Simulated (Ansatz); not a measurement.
Reaction R1 → P1 + P2, each structure at its B3LYP-D3(BJ)/def2-TZVP stationary point, reached from a drawn start (curvature not checked).
R1: BH3 (SMILES B), charge 0, multiplicity 1.
P1: BH (SMILES [BH]), charge 0, multiplicity 1.
P2, H2 (SMILES [H][H]) (charge 0, multiplicity 1):
```xyz
2

H      0.000     0.000     0.372
H      0.000     0.000    -0.372
```

P less R. No zero-point or thermal terms.

Correlated levels freeze the cores.

Codes used: Ansatz (a quantum-chemistry and plane-wave program). Each number belongs to the level named beside it.

**Question.** Estimate the reaction energy that B2PLYP/def2-TZVPP returns for this input.

**Answer.** 381 kJ/mol

**Question.** Predict the reaction energy from r2SCAN/def2-TZVPP.

**Answer.** 399 kJ/mol

**Question.** What reaction energy does CCSD/cc-pVTZ give?

**Answer.** 353 kJ/mol
